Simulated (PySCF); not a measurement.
# Two-component Hartree-Fock for B (boron, neutral)

Start: [He] 2s2 3d1; 3d5/2 filled at m_j = +5/2. Calculated with PySCF 2.14 in x2c-TZVPall-2c with one added diffuse shell each of s, p, d type (6s4p3d1f, 40 functions): generalised Hartree-Fock with the X2C-1e Hamiltonian and a Gaussian nucleus; one run each with spin-orbit coupling (SO) switched off, then screened by Boettger's factors. This is a chosen level, not necessarily the ground level.

```
spinor shell  electrons  ε, spin-free (eV)  ε, screened SO (eV)  weight of nominal j (screened SO)  rms radius, screened SO (bohr)
       1s1/2          2            -217.23              -217.23                              1.000                           0.378
       2s1/2          2            -18.172              -18.172                              1.000                            1.97
       3d5/2          1             -0.138               -0.138                              1.000                            5.39
```

```json
{"quantity": "E (hartree)", "spin-free": "-24.24851", "screened SO": "-24.24851"}
{"quantity": "M_J", "spin-free": "5/2", "screened SO": "5/2"}
{"quantity": "⟨J²⟩", "spin-free": "8.751", "screened SO": "8.751"}
{"quantity": "⟨L²⟩", "spin-free": "6.001", "screened SO": "6.001"}
{"quantity": "⟨S²⟩", "spin-free": "0.750", "screened SO": "0.750"}
```

Without spin-orbit coupling the j labels of p, d and f shells carry no meaning; the spin-free column gives the mean over the occupied spinors of each nl shell.
